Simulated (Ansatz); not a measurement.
Abridged output of a molecular run in Ansatz:

```
Functional definition: HF
1193 factors; integrals over basis functions are off by at most 1.2e-3 eV
mean field evaluation 1: about -62011.0727 eV, gradient 2.5e1 eV
mean field evaluation 2: about -62011.1068 eV, gradient 2.5e1 eV
mean field evaluation 4: about -62013.4449 eV, gradient 3.2e0 eV
mean field evaluation 8: about -62013.4889 eV, gradient 2.6e-4 eV
mean field -62013.48889553 eV, -2278.9536826581 hartree, gradient 2.6e-6 eV, S^2 0.000000; 0 other end points of the search recorded, 0 dependent functions left out
16 core orbitals not correlated: weight in the atoms' cores, before any rotation towards them, 1.000 or more for the frozen orbitals, at most 0.000 for the correlated occupied ones
reference -62013.48889553 eV, -2278.9536826581 hartree; 16, 16 occupied and 86, 86 virtual orbitals, 1193 factors
second order -14.84525840 eV of doubles, -0.00000000 eV of singles
cycle   1  -15.59471903 eV  change   -7.5e-1 eV  update   1.1e-1
cycle   2  -16.21208363 eV  change   -6.2e-1 eV  update   3.5e-2
cycle   3  -16.31314937 eV  change   -1.0e-1 eV  update   1.7e-2
cycle   4  -16.30836615 eV  change    4.8e-3 eV  update   4.9e-3
cycle   5  -16.30725594 eV  change    1.1e-3 eV  update   1.9e-3
cycle   6  -16.30663952 eV  change    6.2e-4 eV  update   7.4e-4
cycle   7  -16.30647475 eV  change    1.6e-4 eV  update   2.9e-4
cycle   8  -16.30655841 eV  change   -8.4e-5 eV  update   9.6e-5
cycle   9  -16.30659399 eV  change   -3.6e-5 eV  update   3.7e-5
perturbative correction -0.50143475 eV, -0.0184273871 hartree
Total energy: -62030.29692426 eV, -2279.5713663212 hartree
```

Its atoms:

```xyz
12

C     1.634    0.476    0.246
B     0.184    0.060   -0.154
Si   -0.887   -1.075    1.135
Ga   -0.809    0.717   -1.853
H     2.166   -0.236    0.883
H     2.289    0.803   -0.564
H     1.467    1.369    0.875
H    -2.025   -1.797    0.496
H    -1.478   -0.138    2.139
H    -0.065   -2.076    1.875
H    -0.778   -0.122   -3.189
H    -1.698    2.018   -1.891
```

Question: Which basis set was used?
A. def2-SVP
B. cc-pV(T+d)Z
C. cc-pV(Q+d)Z
D. def2-QZVPP

Answer: A. It gives 118 functions.

Question: Write the keys of the input that set method, charge and spin (a neutral closed shell needs none for the last two).

Answer: 
```yaml
correlation: {method: ccsd_t}
```
